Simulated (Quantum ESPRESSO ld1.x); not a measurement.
Task: The table gives one normalised radial function P(r) = r R(r) of Kr13+ in [Ar] 3d4 6s1 (r in bohr). Method: scalar-relativistic Kohn-Sham, LDA (Slater exchange, VWN5 correlation), spin-unpolarised, spherical densities, point nucleus; computed with ld1.x of Quantum ESPRESSO 7.5.

r	P
0.001597	0.0019
0.002113	0.0032
0.002796	0.0053
0.00367	0.0088
0.004856	0.0146
0.006374	0.0240
0.008434	0.0396
0.01116	0.0648
0.01465	0.1033
0.01938	0.1638
0.02564	0.2529
0.03366	0.3728
0.04453	0.5294
0.05892	0.7025
0.07734	0.8426
0.1023	0.8778
0.1343	0.7080
0.1777	0.2508
0.2352	-0.4479
0.3087	-1.1432
0.4084	-1.5477
0.5404	-1.4324
0.7093	-0.9446
0.9385	-0.4125
1.242	-0.1089
1.63	-0.0162
2.156	-0.0010
2.831	0.0000
3.745	0.0000
4.955	0.0000
6.504	0.0000
8.606	0.0000

Which n and l does it have? It may be an empty orbital.

Result: n = 3, l = 1: the number of nodes gives n - l - 1 = 1, the rise at small r (about r^(l+1)) gives l, and the extent must fit the shell. The curve is that of 3p. 3p: eigenvalue -563.08 eV, 1 radial node at r = 0.198 bohr, <r> = 0.493 bohr, 90 % of the charge inside 0.738 bohr.
